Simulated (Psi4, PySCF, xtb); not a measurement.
Intermolecular potential of N2 ··· F4Si (SMILES N#N and F[Si](F)(F)F). Monomers: optimised at B3LYP-D3(BJ) (def2-TZVP), held rigid. Orientation: lowest of the rigid-body minima from ten starts at GFN2-xTB. R is the distance of the centres of mass, along which the second monomer moves.

GFN1-xTB (xtb); RKS-B3LYP/3-21G = restricted B3LYP/3-21G, no counterpoise correction in PySCF 2.14.0; RHF/LANL2DZ = restricted Hartree-Fock/LANL2DZ, with its core potentials past Ne, no counterpoise correction (PySCF); SAPT0/jun-cc-pVDZ, frozen core (Psi4).

Interaction energies in kcal/mol; the last columns give the difference from SAPT0:

```tsv
R / Å	GFN1-xTB	RKS-B3LYP/3-21G	RHF/LANL2DZ	SAPT0/jun-cc-pVDZ	GFN1-xTB − SAPT0/jun-cc-pVDZ	RKS-B3LYP/3-21G − SAPT0/jun-cc-pVDZ	RHF/LANL2DZ − SAPT0/jun-cc-pVDZ
2.93	-1.50	0.25	9.50	11.45	-12.95	-11.20	-1.95
3.16	-3.69	-4.03	2.42	4.42	-8.11	-8.45	-2.00
3.38	-3.65	-4.94	-0.59	1.31	-4.96	-6.25	-1.90
3.57	-3.01	-4.65	-1.66	0.09	-3.10	-4.73	-1.75
3.79	-2.18	-3.87	-2.01	-0.48	-1.70	-3.39	-1.52
3.98	-1.59	-3.13	-1.90	-0.62	-0.97	-2.50	-1.28
4.25	-1.00	-2.15	-1.49	-0.59	-0.41	-1.56	-0.90
4.53	-0.64	-1.33	-1.04	-0.47	-0.16	-0.86	-0.56
5.09	-0.30	-0.43	-0.43	-0.26	-0.04	-0.17	-0.17
5.79	-0.14	-0.12	-0.16	-0.12	-0.02	0.00	-0.04
6.74	-0.06	-0.05	-0.06	-0.05	-0.01	0.00	-0.01
8.07	-0.02	-0.02	-0.02	-0.02	-0.01	-0.01	0.00
```

GFN1-xTB is furthest from SAPT0/jun-cc-pVDZ at 2.93 (-12.95 kcal/mol, below); its mean absolute difference over the points is 2.70 kcal/mol.

RKS-B3LYP/3-21G is furthest from SAPT0/jun-cc-pVDZ at 2.93 (-11.20 kcal/mol, below); its mean absolute difference over the points is 3.26 kcal/mol.

RHF/LANL2DZ is furthest from SAPT0/jun-cc-pVDZ at 3.16 (-2.00 kcal/mol, below); its mean absolute difference over the points is 1.01 kcal/mol.
